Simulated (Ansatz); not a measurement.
Computed with Ansatz on PBE0-D4/def2-TZVP structures; ΔE is electronic, products minus reactants. CCSD(T)/CBS is the MP2 limit (def2-TZVPP, def2-QZVPP) plus CCSD(T) − MP2 in def2-TZVPP, frozen cores. DFT in def2-TZVPP. For Zn outer-core shells are correlated without core-valence functions, which leaves a few kJ/mol of doubt a bond. Scalar relativity is left out up to krypton.

Reaction (formal exchange of groups at the Si–C bond): `[SiH3]C#CC=S` + `C[O][ZnH]` → `[SiH3][O][ZnH]` + `CC#CC=S`

```tsv
level	ΔE (kJ/mol)
PBE-D4	-154.6
CAM-B3LYP-D4	-169.3
BLYP	-154.9
r2SCANh	-169.1
```

Q: What does CCSD(T)/CBS give? (An estimate is asked.)

A: The calculation gave: -167.4 kJ/mol. The listed levels differ from it by 12.8, -1.9, 12.5, -1.7 kJ/mol.

Largest T1 diagnostic among the species: 0.017.

From PBE to PBE0 (25 % exact exchange), in def2-TZVPP and without D4, ΔE moves by −9.9 kJ/mol. In def2-TZVPP, CCSD(T) changes the Hartree–Fock value by +14.7 kJ/mol (the triples alone add +3.3 kJ/mol) and MP2 by +7.8 kJ/mol. At CCSD(T), def2-SVP lies +8.8 kJ/mol from the extrapolated value and def2-TZVPP +2.3 kJ/mol.
